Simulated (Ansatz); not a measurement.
Program: Ansatz. Geometries: PBE0-D4/def2-TZVP. ΔE: electronic, gas phase. CCSD(T)/CBS adds triple-zeta CCSD(T) − MP2 to the extrapolated MP2 energy (def2 sets, frozen cores). Functionals use def2-TZVPP. B3LYP here is the variant with VWN-RPA as its local correlation; programs differ in this. For Ge outer-core shells are correlated without core-valence functions, which leaves a few kJ/mol of doubt a bond. Scalar relativity is left out up to krypton. One conformer a species, not always the lowest.

`O[SiH2]C#[C][GeH2][OH]` + `O[SiH](F)F` → `O[SiH2]O[SiH](F)F` + `C#[C][GeH2][OH]`  (ligand exchange at the Si–C bond)

**Question.** Is it downhill or uphill in electronic energy at CCSD(T)/CBS, and by how much? (An estimate is asked.)

**Answer.** Ansatz gave: Downhill: ΔE = -0.85 eV.

**Question.** What do these levels give: PBE-D4, B3LYP-D4, MP2/def2-TZVPP, SCS-MP2/def2-TZVPP, CCSD(T)/def2-TZVPP, SCS-MP2/def2-QZVPP? (An estimate is asked.)

**Answer.** Ansatz gave: PBE-D4 -0.69, B3LYP-D4 -0.85, MP2/def2-TZVPP -0.82, SCS-MP2/def2-TZVPP -0.85, CCSD(T)/def2-TZVPP -0.84, SCS-MP2/def2-QZVPP -0.87 eV.

Largest T1 diagnostic among the species: 0.012.

In def2-TZVPP, CCSD(T) changes the Hartree–Fock value by +0.16 eV (the triples alone add +0.04 eV) and MP2 by +0.18 eV. From PBE to PBE0 (25 % exact exchange), in def2-TZVPP and without D4, ΔE moves by −0.07 eV.
